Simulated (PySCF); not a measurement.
Species: [PtCl6]2- (charge -2 and singlet state).
SMILES: `[Cl][Pt-2]([Cl])([Cl])([Cl])([Cl])[Cl]`

Method: PySCF 2.14.0, PBE0-D3(BJ)/def2-SVP geometry optimisation, gas phase, def2 core potentials past Kr.

Masses are those of the commonest isotopes; rigid-rotor values at the optimised geometry. 

Task: Give the principal moments of inertia and the rotational constants in MHz.

Result: Ia = 777.34, Ib = 779.46, Ic = 780.99 u·Å²; 505379 MHz·u·Å²/I gives A = 650.1, B = 648.4, C = 647.1 MHz.

Task: Classify the top.

Result: A spherical top, as the point group Oh requires three equal moments; the computed ones differ by 0.47 % because the geometry is symmetric only within the optimiser's tolerance.

The point group Oh allows no dipole (computed: 0.00 D (about the centre of mass, as the species is charged)), so a rigid rotor has no electric-dipole lines.

Task: Estimate the classical rotational partition function at 25 K, 100 K and 500 K.

Result: Point group Oh, symmetry number σ = 24; q = (√π/σ)·√((kT/h)³/(ABC)), k/h = 20836.6 MHz/K: 1680 at 25 K, 13400 at 100 K, 150000 at 500 K.

No PBE0-D3(BJ)/def2-SVP frequencies stand behind this structure, so it isn't proved a minimum. Whether so highly charged an anion holds all its electrons in the gas phase wasn't checked; a finite basis holds them in any case. The ion is multiply charged and computed without counter-ions or solvent. These are rigid-rotor constants of the computed structure; measured ground-state constants (B0) also hold zero-point vibration.
